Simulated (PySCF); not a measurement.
**Spin-orbit coupling and the fourth ionisation energy along the 3d series**

Two-component X2C-1e calculated with PySCF 2.14: MP2 on generalised Hartree-Fock spinors (GMP2), with spin-orbit coupling off and on (screened by Boettger's factors); no Breit or QED terms. Values in eV; the references (NIST) lie between the lowest levels. Elements whose determinants are no pure J levels are left out.

```tsv
element	configurations	spin-free	with spin-orbit	shift	reference
Ti (x2c-SVPall-2c, [Ne] frozen)	[Ar] 3d1 → [Ar]	43.220	43.250	0.030	43.267
Co (x2c-SVPall-2c, [Ne] frozen)	[Ar] 3d6 → [Ar] 3d5	51.004	51.077	0.073	51.27 ± 0.1 (s)
Ni (x2c-SVPall-2c, [Ne] frozen)	[Ar] 3d7 → [Ar] 3d6	54.768	54.804	0.036	54.92 ± 0.25 (s)
Cu (x2c-SVPall-2c, [Ne] frozen)	[Ar] 3d8 → [Ar] 3d7	57.626	57.604	-0.022	57.38 ± 0.05 (s)
Zn (x2c-SVPall-2c, [Ne] frozen)	[Ar] 3d9 → [Ar] 3d8	59.408	59.316	-0.092	59.573 ± 0.019
```

The largest shift is at Zn, -0.092 eV, where spin-orbit coupling lowers the species with fewer electrons by more than the one with more (starting occupations 3d3/2^4 3d5/2^5 and 3d3/2^4 3d5/2^4).

What remains against the references is mostly the basis and correlation beyond MP2. References marked (s) are semi-empirical, (t) theoretical.
